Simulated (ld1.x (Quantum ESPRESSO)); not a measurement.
# An all-electron radial function and its pseudo partner (Ru)

Columns: radius, all-electron u(r) and pseudo u(r) of the 5p shell (level -0.91 eV) of ruthenium in the configuration [Kr] 4d7 5s1 5p0; PBE, scalar-relativistic, PAW scheme, ld1.x (Quantum ESPRESSO) 7.5.

| r (bohr) | all-electron | pseudo |
| --- | --- | --- |
| 0.150 | 0.0005 | -0.0017 |
| 0.300 | -0.0970 | -0.0067 |
| 0.450 | -0.0203 | -0.0149 |
| 0.600 | 0.0863 | -0.0264 |
| 0.750 | 0.1495 | -0.0409 |
| 0.900 | 0.1611 | -0.0585 |
| 1.050 | 0.1341 | -0.0787 |
| 1.200 | 0.0846 | -0.1015 |
| 1.350 | 0.0249 | -0.1264 |
| 1.500 | -0.0372 | -0.1532 |
| 1.650 | -0.0971 | -0.1813 |
| 1.800 | -0.1527 | -0.2103 |
| 1.950 | -0.2027 | -0.2397 |
| 2.100 | -0.2471 | -0.2690 |
| 2.250 | -0.2859 | -0.2974 |
| 2.400 | -0.3193 | -0.3245 |
| 2.550 | -0.3479 | -0.3497 |
| 2.700 | -0.3721 | -0.3724 |
| 2.850 | -0.3922 | -0.3922 |
| 3.000 | -0.4086 | -0.4086 |
| 3.150 | -0.4218 | -0.4218 |
| 3.300 | -0.4320 | -0.4320 |
| 3.450 | -0.4396 | -0.4396 |
| 3.600 | -0.4449 | -0.4449 |
| 3.750 | -0.4481 | -0.4481 |
| 3.900 | -0.4495 | -0.4495 |

(1) How many radial nodes do the two functions have?

(2) At about which radius was the pseudo-wave matched?

(3) Is the pseudo-wave norm-conserving?

Answers

(1) The all-electron 5p function has n − l − 1 = 3; the pseudo-wave has 0, since the states of the same l below it are removed with the core.

(2) 2.90 bohr. The columns agree to 0.0005 from 2.70 bohr on; several derivatives are matched, so the curves merge somewhat inside the radius.

(3) No, it belongs to a PAW set: the norm inside the radius is not constrained, and the difference is carried by the augmentation charge.
